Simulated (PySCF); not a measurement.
Spectra and structures to be paired. Level of theory: TDDFT CAM-B3LYP/def2-SVPD, vertical, gas phase, core orbitals frozen in the response (PySCF). Geometries: PBE0-D3(BJ)/def2-SVP; one conformer of each isolated species. Triplets are in the Tamm–Dancoff approximation.

A. `N#Cc1ncsn1`
B. `CSC(F)(F)F`
C. `C=N[C@@H]1CCCC(=C)C1`

Lowest singlet levels (six at most, fewer where fewer were computed) with oscillator strengths:

1. 5.24 eV (f 0.001); 5.69 eV (f 0.182); 6.01 eV (f 0.001); 6.31 eV (f 0.000); 6.43 eV (f 0.011); 6.50 eV (f 0.001); T1 3.82 eV
2. 4.95 eV (f 0.001); 6.83 eV (f 0.299); 6.97 eV (f 0.019); 7.09 eV (f 0.165); 7.44 eV (f 0.053); 7.69 eV (f 0.075); T1 4.13 eV
3. 5.65 eV (f 0.000); 7.14 eV (f 0.041); 7.45 eV (f 0.004); 8.13 eV (f 0.000); 8.21 eV (f 0.047); 8.46 eV (f 0.008); T1 5.11 eV

**Question.** Which spectrum belongs to which structure?

**Answer.** 1 = A, 2 = C, 3 = B.
- A: S1 at 5.24 eV, HOMO-1→LUMO (94%); Löwdin shares by element: HOMO sulfur 31%, nitrogen 28% or more, carbon 14% or more (atoms not listed hold the other 27%); LUMO carbon 31% or more, nitrogen 24% or more, sulfur 22% (atoms not listed hold the other 23%); HOMO -10.00 and LUMO -1.44 eV; point group Cs, 1 of its 6 listed states under f = 0.0005.
- B: S1 at 5.65 eV, HOMO→LUMO (78%), HOMO→LUMO+4 (9%); Löwdin shares by element: HOMO sulfur 71%, carbon 17%; LUMO sulfur 54%, carbon 21%, hydrogen 7% or more (atoms not listed hold the other 18%); HOMO -8.96 and LUMO 0.73 eV.
- C: S1 at 4.95 eV, HOMO-1→LUMO (91%); Löwdin shares by element: HOMO carbon 76% or more (atoms not listed hold the other 24%); LUMO carbon 36% or more, nitrogen 34%, hydrogen 17% or more; HOMO -8.37 and LUMO 0.75 eV.
